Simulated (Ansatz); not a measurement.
HFSi, charge +1, doublet, geometry from GFN2-xTB (a state made from the parent by changing its charge; the spin is typed, not shown lowest); HF/def2-SVPD (Ansatz, a first-principles code).

The Ansatz input:
Ansatz 0.2 input:
```yaml
crystal:
  periodic: [false, false, false]
  atoms:
    - {symbol: Si, position_ang: [-0.27091864, -0.35672587, 0.33708443]}
    - {symbol: H, position_ang: [-1.03666430, -1.36504615, -0.39612972]}
    - {symbol: F, position_ang: [0.53661392, 0.70657870, -0.48033915]}
basis:
  gaussian:
    orbitals: def2-SVPD
hamiltonian:
  xc: hf
total_charge: 1
magnetization: {spin_polarized: true, initial_magnetization: 1}
```

What the program printed (banner, timings and long lists left out):

```
Functional definition: HF
557 factors; their error is unknown
mean field evaluation 1: about -10562.9864 eV, gradient 4.5e1 eV
mean field evaluation 2: about -10566.0395 eV, gradient 3.7e1 eV
mean field evaluation 4: about -10570.3854 eV, gradient 7.9e-1 eV
mean field evaluation 8: about -10570.4016 eV, gradient 5.2e-2 eV
mean field evaluation 16: about -10563.8615 eV, gradient 1.1e0 eV
mean field evaluation 32: about -10558.5180 eV, gradient 8.7e0 eV
mean field -10570.78891823 eV, -388.4693276069 hartree, gradient 1.3e-5 eV, S^2 0.760510; 1 other end points of the search recorded, 0 dependent functions left out
reference -10570.78891823 eV, -388.4693276069 hartree; 12, 11 occupied and 43, 44 virtual orbitals, 557 factors
Total energy: -10570.78891823 eV, -388.4693276069 hartree
```
